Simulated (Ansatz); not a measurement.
Consider the formal exchange of groups at the Si–F bond: `O[SiH](F)N[SiH3]` + SiH₄ → `O[SiH]([SiH3])N[SiH3]` + H–F.

Program: Ansatz. Geometries: PBE0-D4/def2-TZVP. ΔE: electronic, gas phase. CCSD(T)/CBS adds triple-zeta CCSD(T) − MP2 to the extrapolated MP2 energy (def2 sets, frozen cores). This one scheme is used for every species. DFT in def2-TZVPP. B3LYP here is the variant with VWN-RPA as its local correlation; programs differ in this. Each species was taken in one conformer, which may not be the lowest.

```json
{"level": "ωB97X-V", "ΔE (eV)": "1.80"}
{"level": "PBE", "ΔE (eV)": "1.60"}
{"level": "PBE0", "ΔE (eV)": "1.67"}
{"level": "B3LYP", "ΔE (eV)": "1.92"}
{"level": "MP2/def2-TZVPP", "ΔE (eV)": "1.84"}
{"level": "CCSD/def2-TZVPP", "ΔE (eV)": "1.86"}
{"level": "SCS-MP2/def2-QZVPP", "ΔE (eV)": "1.90"}
{"level": "HF/CBS(def2)", "ΔE (eV)": "2.23"}
```

Task: What does CCSD(T)/CBS give? (An estimate is asked.)

Result: Computed: +1.77 eV. The listed levels differ from it by 0.03, -0.17, -0.10, 0.15, 0.07, 0.09, 0.13, 0.46 eV.

Largest T1 diagnostic among the species: 0.012.

In def2-TZVPP, CCSD(T) changes the Hartree–Fock value by −0.40 eV (the triples alone add −0.06 eV) and MP2 by −0.36 eV. The D4 term adds −0.13 eV with B3LYP and −0.08 eV with PBE0; it sums over pairs of atoms, weighted by their polarisabilities, and B3LYP, whose exchange is more repulsive, gets the larger term. From PBE to PBE0 (25 % exact exchange), in def2-TZVPP and without D4, ΔE moves by +0.07 eV.
